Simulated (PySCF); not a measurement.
Input file for PySCF: R-MP2/6-31G* on AlClH2O2 (SMILES [OH][Al]([OH])[Cl]), a point of a torsion scan.

```python
from pyscf import gto, scf, dft, mp
from pyscf.data.elements import chemcore

mol = gto.M(
    atom='''
    O    -1.11505962   -0.79985108    0.28148416
    Al    0.17616301    0.20557428    0.43629166
    O     0.46500218    1.07463695    1.80576456
    Cl    1.54529368    0.40987283   -1.04509375
    H    -1.82456464   -1.31136828   -0.07389420
    H     0.24440099    1.34851928    2.68377255
    ''',
    basis='6-31g*',
    cart=True,
    charge=0, spin=0, verbose=3, max_memory=1800)
mf = scf.RHF(mol)
mf.conv_tol = 1e-8
mf.max_cycle = 100
mf.kernel()
if not mf.converged:
    mf = mf.newton().run(mf.mo_coeff, mf.mo_occ)
pt = mp.MP2(mf, frozen=chemcore(mol)).run()
```

Give the final energy of this run.

-852.9849 hartree.
